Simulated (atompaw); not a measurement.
PBE PAW (atompaw) dataset for Pd (Z = 46), scalar-relativistic all-electron reference.

palladium, PAW, made with atompaw 4.2.0.5 (PBE, scalar-relativistic). Core [Ar] 3d10, reference 4s2 4p6 4d9 5s0 5p0 (charge +1). Waves: 4s (bound): rc 1.75 bohr; 5s (bound, empty): rc 2.10 bohr; 4p (bound): rc 1.70 bohr; 5p (bound, empty): rc 2.10 bohr; 4d (bound): rc 2.10 bohr; 4d channel at 2.8 Ry: rc 2.10 bohr. Local part: troulliermartins scheme with l = 3 at 0.5 Ry, radius 1.92 bohr. Core correction: smooth core density matched at 1.25 bohr. Augmentation charge: besselshape compensation charge, radius 1.55 bohr; PAW radius 2.10 bohr; waves and projectors: custom polynom vanderbiltortho.

* Cutoffs needed: 40 Ry and 60 Ry (the cutoffs (Ry, on a coarse ladder) from which the occupation-weighted sum of valence levels, in a spherical-Bessel basis at the reference potential, stays within 10 and 1 mRy of its value at 400 Ry)
* Ghost test: no extra level below or beside the all-electron valence levels (s, p, d, f tested) (spherical-Bessel basis up to 400 Ry, 20 bohr box)
* Lowest eigenvalue of the overlap operator: 0.52 (s channel)
* Overlap eigenvalues printed by atompaw (projector basis): 0.546, 0.867, 2.6, 74.1, 282, 1.45e+03
* Share of each valence orbital outside the PAW sphere: 4s 0 %, 5s 78 %, 4p 1 %, 5p 92 %, 4d 15 %
